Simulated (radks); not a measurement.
Values are calculated unless marked as measured or tabulated.
Sr III, configuration [Kr] (the NIST ground configuration). Level of theory: scalar-relativistic Kohn-Sham, PBE, spin-polarised, spherical densities, finite nucleus; Fermi nuclear charge, rms radius 4.224 fm (a radial shooting solver on a logarithmic mesh with Libxc functionals).

Normalised radial functions P(r) = r R(r), r in bohr:

```
   r/bohr * 3p (the largest magnitude, 1.54, reaches the edge; | marks zero)
 0.001321                             *
 0.001502                             *
 0.001721                             *
 0.001956                             *
 0.002241                             *
 0.002547                             *
 0.002894                             *
 0.003316                             *
 0.003769                             *
 0.004283                             *
 0.004907                             *
 0.005578                             *
  0.00639                             *
 0.007263                             |*
 0.008254                             |*
 0.009457                             |*
  0.01075                             |*
  0.01222                             |*
    0.014                             | *
  0.01591                             | *
  0.01822                             |  *
  0.02071                             |  *
  0.02354                             |   *
  0.02697                             |    *
  0.03065                             |     *
  0.03512                             |      *
  0.03991                             |       *
  0.04537                             |         *
  0.05197                             |          *
  0.05907                             |           *
  0.06714                             |            *
  0.07692                             |             *
  0.08742                             |              *
   0.1002                             |             *
   0.1138                             |            *
   0.1294                             |          *
   0.1482                             |       *
   0.1685                             |   *
   0.1915                            *|
   0.2194                      *      |
   0.2493                *            |
   0.2856           *                 |
   0.3246      *                      |
    0.369   *                         |
   0.4227  *                          |
   0.4805   *                         |
   0.5505     *                       |
   0.6256         *                   |
    0.711             *               |
   0.8146                 *           |
   0.9259                     *       |
    1.052                        *    |
    1.206                          *  |
     1.37                           * |
     1.57                            *|
    1.784                             *
    2.028                             *
    2.323                             *
    2.641                             *
    3.001                             *
    3.438                             *
    3.908                             *
    4.477                             *
    5.089                             *
```

3p: eigenvalue -270.21 eV, 1 radial node at r = 0.188 bohr, <r> = 0.498 bohr, 90 % of the charge inside 0.757 bohr.
